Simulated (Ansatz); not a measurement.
Basis sets compared for B5Cl3. Charge 0, multiplicity 1. Geometry B3LYP-D4/def2-SVP. Ansatz on 4 threads of Arm Neoverse V1 on a shared host; times are rough, and most runs start from earlier orbitals.

```xyz
8

B    -1.5128   -0.2205   -0.4402
B    -0.3892   -0.8971   -1.2551
B     0.1053    0.0604    0.0948
B     1.1276   -0.9616   -1.2030
B    -1.6040    0.6832    0.7774
Cl   -1.8753    1.6911    2.1180
Cl    2.8160   -1.1339   -1.2833
Cl    1.3325    0.7784    1.1914
```

Another isomer (singlet) lies 0.51 eV lower at PBE0-D4/def2-TZVP; other spin states weren't run for this one.

Binding counts from free atoms (B doublet, Cl doublet) in the same basis, without a counterpoise term.

```tsv
level	functions	energy (Eh)	HOMO (eV)	LUMO (eV)	binding per atom (eV)	wall time
PBE-D4/def2-SVP	124	-1503.5918	-5.58	-4.18	4.40	1.4 s
PBE0-D4/def2-SVP	124	-1503.7211	-6.69	-3.52	4.28	1.9 s
```

Estimate the rows for PBE-D4/def2-TZVP (with forces), PBE0-D4/def2-TZVP.


```json
{"level": "PBE-D4/def2-TZVP (with forces)", "functions": "266", "energy (Eh)": "-1504.1969", "HOMO (eV)": "-5.74", "LUMO (eV)": "-4.32", "binding per atom (eV)": "4.32", "wall time": "4.2 s"}
{"level": "PBE0-D4/def2-TZVP", "functions": "266", "energy (Eh)": "-1504.3203", "HOMO (eV)": "-6.77", "LUMO (eV)": "-3.60", "binding per atom (eV)": "4.21", "wall time": "7 s"}
```
